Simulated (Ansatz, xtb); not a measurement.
# Two isomers of C6H5NS

Structure I: `C#Cc1cnc(C)s1`, a singlet. Structure II: `C#Cc1ncc(C)s1`, a singlet. Both are isolated molecules in the gas phase, relaxed with B3LYP-D3(BJ)/def2-SVP.

Quicker runs give these differences E(II) − E(I): GFN2-xTB +1.7 kcal/mol; HF/STO-3G +2.5 kcal/mol (at GFN2-xTB geometries); r2SCAN-D4/def2-SVP +3.1 kcal/mol (at GFN2-xTB geometries).

Task: Estimate E(II) − E(I) at the level CCSD(T)/def2-SVP + ΔMP2/def2-TZVPP.

Result: Calculated at CCSD(T)/def2-SVP + ΔMP2/def2-TZVPP: E(II) − E(I) = +2.8 kcal/mol, so structure I lies lower.

The same difference at several levels:

```tsv
level	geometry	E(II) − E(I) (kcal/mol)	departure from the last row (kcal/mol)	job, with rough time for the two
GFN2-xTB	GFN2-xTB	+1.7	−1.1	optimisation, 0.2 s
HF/STO-3G	GFN2-xTB	+2.5	−0.3	single point, 0.66 s
r2SCAN-D4/def2-SVP	GFN2-xTB	+3.1	+0.3	single point, 7.2 s
B3LYP-D3(BJ)/def2-SVP	B3LYP-D3(BJ)/def2-SVP	+3.1	+0.2	optimisation, 67 s
HF/def2-SVP	B3LYP-D3(BJ)/def2-SVP	+4.3	+1.5	part of the CCSD(T) run
MP2/def2-SVP	B3LYP-D3(BJ)/def2-SVP	+2.2	−0.6	part of the CCSD(T) run
CCSD(T)/def2-SVP	B3LYP-D3(BJ)/def2-SVP	+3.0	+0.2	single point
CCSD(T)/def2-SVP + ΔMP2/def2-TZVPP	B3LYP-D3(BJ)/def2-SVP	+2.8		single point, 2.3 min
```

As drawn, both hold the same kinds of bond in the same numbers.

The levels shown agree on the order. The largest departure from CCSD(T)/def2-SVP + ΔMP2/def2-TZVPP is that of HF/def2-SVP, 1.5 kcal/mol. The last row adds to CCSD(T) the change of the MP2 difference between the two basis sets, here −0.2 kcal/mol.

With thermal terms from frequencies at re-optimised GFN2-xTB minima (ideal gas, soft modes damped towards free rotors, one conformer each, 298.15 K, 1 atm): the zero-point term adds +0.1 kcal/mol; ΔH is +2.9 and ΔG +3.0 kcal/mol.

The correlated steps freeze 12 core orbitals. Programs: Ansatz 0.2.0, xtb 6.7.1; the last row on 2 threads of Arm Neoverse V1 on a shared host.
